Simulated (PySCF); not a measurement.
# A small calculation by hand: refractive index and permittivity of the vapour

C2H7FGe, SMILES C[CH2][GeH2][F].

The structure is a stationary point at B3LYP-D3(BJ)/def2-SVP. Other conformers were not sampled.

PySCF with PBE/def2-TZVP gives a mean static polarisability of 56.2 bohr³ and a dipole moment of 2.35 D. Take an ideal gas at 298.15 K and 1 bar, whether or not the substance is that volatile.

Question: Work out n − 1 in the optical limit and the static ε − 1.

Answer: 
Polarisability volume α' = 56.2 × 0.148185 = 8.33 Å³. Number density N = p/kT = 2.43e-5 Å⁻³.
Dilute limit of Lorentz–Lorenz: n − 1 = 2π N α' = 0.0013.
Orientation term of Debye: μ²/(3kT) = 8.098 Å³ × μ²(D²) = 44.72 Å³.
ε − 1 = 4π N (α' + μ²/3kT) = 0.016. Orientation of the dipole supplies 84 % of the static response; it can't follow optical fields. Vibrational polarisation and dispersion are left out.
